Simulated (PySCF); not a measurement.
## Correlation energy of Zn (zinc, neutral)

[Ar] 3d10 4s2, closed-shell 1S. All numbers are calculated (PySCF 2.14, the spin-free X2C one-electron Hamiltonian (Gaussian nucleus), in x2c-TZVPall). Frozen: [Ar]; 12 electrons correlated.

MP2 pair energies summed by pair of shells (mhartree):

```tsv
pair	energy	share (%)
3d-3d	-355.33	86.2
3d-4s	-34.24	8.3
4s-4s	-22.54	5.5
```

Total MP2 correlation energy: -412.11 mhartree.

Same-spin part -146.73 and opposite-spin part -265.38 mhartree; SCS-MP2 scales them by 1/3 and 6/5 to -367.37 mhartree.

| level | correlation energy (mhartree) |
| --- | --- |
| CCSD | -382.14 |
| (T) | -9.90 |
| CCSD(T) | -392.04 |

Diagnostics: T1 = 0.017, D1 = 0.0438, largest double amplitude 0.114.

Cost of the coupled-cluster step: 0.57 s of wall time on 1 thread of Neoverse-V2 (shared host), for 12 correlated electrons.
